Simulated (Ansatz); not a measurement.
```yaml
atoms:
  - { symbol: C, position_ang: [-0.0340, -0.0204, -1.0521] }
  - { symbol: S, position_ang: [-0.0354, 0.0071, 0.5501] }
  - { symbol: H, position_ang: [-0.0320, -0.9570, -1.6398] }
  - { symbol: H, position_ang: [-0.0063, 0.8801, -1.6131] }
```

Basis set: 6-31G (spherical functions). Frozen core: 6 orbitals. Charge 0, multiplicity 1.

Computed with Ansatz (development build ahead of 0.2.0); each method stands on the lowest determinant of its kind that the runs found. Restricted open shells among the atoms or ions are ROHF, correlated in semicanonical orbitals with singles.

Problem. Give the atomization energy at this shape (free ground-state atoms in the same class of orbitals less the molecule, no zero-point energy) of singlet CH2S by RHF-MP2, RHF.

Solution.

| method | atomization energy |
| --- | --- |
| RHF-MP2 | 1099.4 kJ/mol |
| RHF | 816.6 kJ/mol |

This basis has no polarisation functions and is too small for such energies, which can lie far from measured ones in either direction.
